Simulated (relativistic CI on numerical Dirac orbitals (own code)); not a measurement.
Pd VIII: q coefficients and field-shift factors

These numbers are calculated, not measured: Dirac-Coulomb-Breit CI, separate exchange-only KLI orbitals for each configuration, derivatives by finite differences, unscaled Slater integrals, QED left out (own radial code, finite nucleus).

Configurations in the expansion (outside the closed core [Ar] 3d10): 4s2 4p6 4d3, 4s2 4p6 4d2 5s, 4s2 4p6 4d2 4f, 4s2 4p5 4d4, 4s2 4p6 4d2 5p, 4s2 4p6 4d 5s2, 4s2 4p6 4d 4f2, 4s 4p6 4d4. Levels of other configurations are missing.

With x = (α/α₀)² − 1 an excitation energy changes as ω = ω₀ + qx; K = 2q/ω₀ is the relative enhancement. Terms are leading LS components, so labels can repeat. The field-shift factor is F = δν/δ⟨r²⟩ for the transition from the lowest level.

Lowest level 4s2 4p6 4d3 4F_3/2.

```csv
Level,ω₀ (cm⁻¹),q (cm⁻¹),K,F (GHz/fm²)
4s2 4p6 4d3 4F_5/2,2362.0,2773,2.35,0.0311
4s2 4p6 4d3 4F_7/2,5116.9,5483,2.14,0.0621
4s2 4p6 4d3 4F_9/2,7993.8,7744,1.94,0.0883
4s2 4p6 4d3 4P_3/2,17321.9,1241,0.143,-0.0158
4s2 4p6 4d3 4P_1/2,17628.4,2666,0.303,-0.0172
4s2 4p6 4d3 4P_5/2,21180.9,6489,0.613,0.0152
4s2 4p6 4d3 2G_7/2,22127.7,4327,0.391,0.0738
4s2 4p6 4d3 2G_9/2,23710.0,4586,0.387,0.095
4s2 4p6 4d3 2D_3/2,25893.7,4717,0.364,0.0614
4s2 4p6 4d3 2P_1/2,27569.1,5929,0.43,0.155
4s2 4p6 4d3 2D_5/2,31415.9,7913,0.504,0.0611
4s2 4p6 4d3 2H_9/2,31786.6,8719,0.549,0.175
4s2 4p6 4d3 2H_11/2,32039.2,6896,0.43,0.174
```

At this charge configurations can still be misplaced by up to about 7 % of their energy. Terms inside the open d or f shell come out 10 to 20 % too wide with unscaled integrals.
